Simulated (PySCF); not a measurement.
BH₂O₂, SMILES O[B]O (connectivity only; charge and spin as stated), charge +1, multiplicity 1. The structure is a stationary point at B3LYP-D3(BJ)/def2-TZVP. The multiplicity is an assumed one; other spin states were not compared. The isomer is the one that the SMILES or the coordinates give; other isomers of the formula were not compared. Other conformers were not sampled.

TDDFT-ωB97X/def2-SVPD (PySCF) puts the lowest singlet excitations at 10.08, 10.25, 10.28, 10.59, 10.67, 11.75 eV.

**Question.** What are the lowest excitation roots from PySCF with ADC(2)/aug-cc-pVDZ? (Estimate from the structure and the level; the computed values follow.)

**Answer.** 9.90, 9.91, 10.23, 10.26, 10.41, 11.43 eV. S1 differs by -0.17 eV (second minus first; roots are paired by order, and the bases may differ).
